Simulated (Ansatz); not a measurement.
GaCl2(SiH3) (GaSiH3Cl2). The state is a singlet with charge 0. Geometry PBE-D4/def2-SVP.

```xyz
7

Ga   -0.864   -0.439   -0.778
Cl   -2.982   -0.449   -0.321
Cl   -0.406   -1.254   -2.734
Si    0.808    0.399    0.730
H     2.103   -0.323    0.493
H     0.348    0.200    2.146
H     0.993    1.867    0.463
```

**Question.** Estimate the orbital energies around the gap (eV) in Ansatz with HF/STO-3G, PBE-D4/def2-TZVP, r2SCAN-D4/def2-TZVP, B97M-V/def2-TZVP, PBE0-D4/def2-TZVP.

**Answer.** 
```tsv
orbital	HF/STO-3G	PBE-D4/def2-TZVP	r2SCAN-D4/def2-TZVP	B97M-V/def2-TZVP	PBE0-D4/def2-TZVP
HOMO−13	-14.15	-21.08	-21.76	-22.16	-24.62
HOMO−12	-12.40	-21.02	-21.70	-22.09	-24.53
HOMO−11	-12.30	-19.91	-20.77	-21.23	-22.57
HOMO−10	-11.73	-19.47	-20.32	-20.79	-22.13
HOMO−9	-11.62	-13.98	-14.51	-14.51	-15.81
HOMO−8	-11.13	-11.30	-11.66	-11.69	-12.77
HOMO−7	-10.78	-9.35	-9.74	-9.76	-10.72
HOMO−6	-10.59	-9.20	-9.58	-9.57	-10.55
HOMO−5	-10.19	-8.94	-9.32	-9.36	-10.29
HOMO−4	-10.03	-8.47	-8.84	-8.89	-9.86
HOMO−3	-9.82	-8.19	-8.56	-8.64	-9.59
HOMO−2	-9.34	-7.76	-8.13	-8.22	-9.15
HOMO−1	-8.91	-7.52	-7.89	-7.99	-8.93
HOMO	-8.71	-7.28	-7.59	-7.69	-8.46
LUMO	3.55	-2.84	-2.71	-2.84	-2.11
LUMO+1	6.35	-2.11	-1.81	-1.93	-1.22
LUMO+2	9.15	-1.12	-0.87	-1.01	-0.33
LUMO+3	12.03	-0.09	0.37	-0.10	0.75
LUMO+4	13.30	0.16	0.56	0.28	1.02
LUMO+5	14.11	0.91	1.53	1.13	1.67
```
